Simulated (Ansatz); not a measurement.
Mo2(NH2)6 (Mo2N6H12). The state is a singlet with charge 0. Geometry PBE-D4/def2-SVP.

```xyz
20

Mo    0.6234    0.9090   -0.0517
N     0.7098    1.2051   -1.9897
N     2.2758    0.2901    0.8069
N    -0.4650    2.1797    0.9735
Mo   -0.6235   -0.9090    0.0518
N    -0.3478   -1.6655   -1.7377
N    -2.3936   -0.1402    0.4067
N     0.2209   -1.8691    1.5403
H     1.2517    1.9720   -2.4054
H     0.1736    0.7217   -2.7186
H     3.0817    0.9085    0.9587
H     2.5182   -0.6706    1.0728
H    -0.1897    3.1608    1.1021
H    -1.3019    1.9764    1.5309
H     0.3280   -1.3597   -2.4464
H    -0.8188   -2.5226   -2.0512
H    -2.6597    0.8503    0.3822
H    -3.2278   -0.7226    0.5475
H     0.9414   -1.5178    2.1805
H    -0.0966   -2.7964    1.8471
```

In the def2 sets Mo takes a core potential, while STO-3G treats all electrons; there is no spin–orbit coupling. The restricted singlet is unstable towards broken spin symmetry in Hartree–Fock (as tested in another run); at HF/STO-3G this wasn't settled. The restricted singlet is unstable towards broken spin symmetry at other levels; at PBE-D4/def2-TZVP, PBE-D4/def2-TZVPD, r2SCAN-D4/def2-TZVP, PBE0-D4/def2-SVP this wasn't settled.

Problem. Estimate the orbital energies around the gap (eV) in Ansatz with HF/STO-3G, PBE-D4/def2-TZVP, PBE-D4/def2-TZVPD, r2SCAN-D4/def2-TZVP, PBE0-D4/def2-SVP.

Solution. 
```
orbital  HF/STO-3G  PBE-D4/def2-TZVP  PBE-D4/def2-TZVPD  r2SCAN-D4/def2-TZVP  PBE0-D4/def2-SVP
 HOMO−5      -8.25             -6.03              -6.12                -6.30             -7.25
 HOMO−4      -6.84             -5.39              -5.47                -5.62             -6.44
 HOMO−3      -6.83             -5.10              -5.19                -5.36             -6.18
 HOMO−2      -6.24             -5.08              -5.17                -5.34             -6.16
 HOMO−1      -5.78             -5.06              -5.14                -5.21             -6.04
   HOMO      -5.78             -5.06              -5.14                -5.21             -6.03
   LUMO       6.30             -1.29              -1.39                -1.20             -0.38
 LUMO+1       6.30             -1.29              -1.39                -1.20             -0.38
 LUMO+2       6.66             -0.99              -1.06                -0.77             -0.29
 LUMO+3       8.06             -0.59              -0.81                -0.36              0.38
 LUMO+4       8.06             -0.54              -0.71                -0.36              0.70
 LUMO+5       9.24             -0.54              -0.71                -0.08              0.70
```
